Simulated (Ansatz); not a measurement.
A made-up structure of SiH$_{2}$SeO, singlet:

```xyz
5
angstrom
O -0.0619 -0.4386 1.2934
Si -0.1651 0.2290 -0.2080
Se 1.3308 -1.3126 0.2817
H -0.3578 -0.4549 2.2170
H 0.2454 1.6417 -0.3468
```

It is relaxed with PBE-D4/def2-SVP and then PBE0-D4/def2-TZVP (Ansatz 0.2.0). Atoms count as bonded within 1.22 times the sum of their covalent radii (H–H: 0.88 Å). The end point is not checked to be a true minimum.

Does its bonding change? (Judge from chemistry; the calculation decides.)

Computed: No: no bond forms or breaks.

Where it ends: The first stage lowers the energy by 1.44 eV in 8 steps. It ends as SiH₂SeO ([OH]1[SiH][Se]1):
O1  (-0.281, -0.669, 1.241)
Si2  (-0.338, 0.191, -0.469)
Se3  (1.348, -1.255, 0.393)
H4  (-0.023, -0.061, 1.946)
H5  (0.285, 1.459, 0.126)
(Å)

Labels in which every atom is bracketed show which atoms are joined, not bond orders.

For scale, one of the runs: PBE0-D4/def2-TZVP relaxation, 128 basis functions, launched by `ansatz run in.yaml --threads 2 --pin off --events-out ev --progress --plain --max-ram 4352MiB`. Hardware: 2 CPU threads of an Arm Neoverse V1, shared host. Wall time about 23 s.
